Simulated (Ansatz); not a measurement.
Name a neutral molecule of C, Si and H with size of the dipole moment (PBE/def2-TZVPP) between 0.35 and 0.65 D and LUMO energy (PBE/def2-TZVPP) between -2.45 and -2.15 eV (Ansatz, PBE0-D4/def2-TZVP geometry).

`C#C/C=C\[SiH3]` (0.63 D, -2.38 eV); `C#CC(=C)[SiH3]` (0.47 D, -2.21 eV). Other molecules can fit too; these were computed, each in one conformer that needn't be the lowest.
